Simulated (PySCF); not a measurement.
**From orbital energies to the Hartree-Fock energy**

System: HZn, charge +1, singlet, geometry from GFN2-xTB (such geometries of metal compounds can be far from the true shape). Level: PySCF with HF/6-31G. Sums are taken with unrounded values, so a last digit can differ.

Occupied orbital energies (Eh, each doubly occupied): -353.61728, -44.69287, -39.26038, -39.26038, -39.25885, -5.95913, -4.16543, -4.16382, -4.16382, -1.08830, -1.08769, -1.08769, -1.08736, -1.08736, -0.68046. One-electron energy -2495.26264 Eh, nuclear repulsion 10.54415 Eh.

Work out the total energy, and say why twice the sum of orbital energies isn't the electronic energy.

Twice the sum of the occupied levels is -1081.32167 Eh. It holds the one-electron energy once and the electron-electron energy twice, since each pair is counted from both sides: 2Σε = E1 + 2 E2. So E2 = (-1081.32167 - (-2495.26264))/2 = 706.97048 Eh, and E = E1 + E2 + E_nuc = -1777.74800 Eh. PySCF's converged energy is -1777.74800 Eh.
